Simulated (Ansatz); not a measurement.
BeSi-, multiplicity 4 (lowest of 2S+1 = 2, 4 at CCSD(T)/def2-TZVPP on PBE0 minima; our sources give no spin for the ground state, which may be another), most abundant isotopes (9.0122 and 27.9769 u). Constants from fifth-degree fits in 1/R to seven points on the lowest solution found; no spin–orbit coupling, no relativity up to Kr; ω_e x_e and α_e move by some per cent with the fit.

Frozen-core correlation. CBS: X⁻³ extrapolation of the correlation energy, Hartree–Fock from the larger set.

The values were computed with Ansatz (a program for electronic structure). 

```json
[
 {"level": "PBE/def2-TZVPP", "r_e (Å)": "2.1741", "ω_e (cm⁻¹)": "537.3", "ω_e x_e (cm⁻¹)": "5.39", "α_e (cm⁻¹)": "0.00652"},
 {"level": "CCSD(T)/CBS(aug-cc-pV(T+d)Z, aug-cc-pV(Q+d)Z)", "r_e (Å)": "2.1688", "ω_e (cm⁻¹)": "532.0", "ω_e x_e (cm⁻¹)": "6.12", "α_e (cm⁻¹)": "0.00724"}
]
```

Task: Derive the rotational constants, the centrifugal constant, the fundamental, the zero-point energy and the force constant.

Result: 
μ = 6.81642 u.
- PBE/def2-TZVPP: B_e = 16.8576/(μ r_e²) = 0.52323 cm⁻¹; B₀ = B_e − α_e/2 = 0.51997 cm⁻¹; D = 4B_e³/ω_e² = 1.98e-06 cm⁻¹; fundamental ω_e − 2ω_e x_e = 527 cm⁻¹; zero-point energy ω_e/2 − ω_e x_e/4 = 267 cm⁻¹; k = μ(2πcω_e)² = 116 N/m
- CCSD(T)/CBS(aug-cc-pV(T+d)Z, aug-cc-pV(Q+d)Z): B_e = 16.8576/(μ r_e²) = 0.52580 cm⁻¹; B₀ = B_e − α_e/2 = 0.52218 cm⁻¹; D = 4B_e³/ω_e² = 2.05e-06 cm⁻¹; fundamental ω_e − 2ω_e x_e = 520 cm⁻¹; zero-point energy ω_e/2 − ω_e x_e/4 = 264 cm⁻¹; k = μ(2πcω_e)² = 114 N/m
